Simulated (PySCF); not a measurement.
**Polarisability and C₆ of Co²⁺ (cobalt, charge +2)**

[Ar] 3d7, high-spin 4F determinant. Calculation: PySCF 2.14, in aug-cc-pwCVTZ-DK with one added diffuse shell each of s, p, d, f, g type (11s10p8d5f4g, 152 functions); scalar relativity by spin-free X2C-1e. Coupled (time-dependent) response in atomic units; α is the mean over directions.

```tsv
method	mean α (bohr³)	C₆ (like pair)	S(−4)
PBE	3.804	10.94	8.427
```

S(−4) is the Cauchy moment in α(ω) = α(0) + S(−4) ω² + …

α(iu) at PBE:

```csv
u (hartree),α(iu) (bohr³)
0,3.804
0.0500,3.783
0.100,3.723
0.200,3.513
0.300,3.241
0.500,2.706
0.750,2.191
1.00,1.820
1.50,1.329
2.00,1.019
3.00,0.6569
5.00,0.3397
```

A single London oscillator, α(iu) = α/(1 + u²/ω²), gives C₆ = (3/4) ω α². Matching the computed C₆ needs ω = 4 × 10.94 / (3 × 3.804²) = 1.01 hartree.

For an ion, C₆ is the dispersion term alone; charge-induced terms of lower order in 1/R come first.
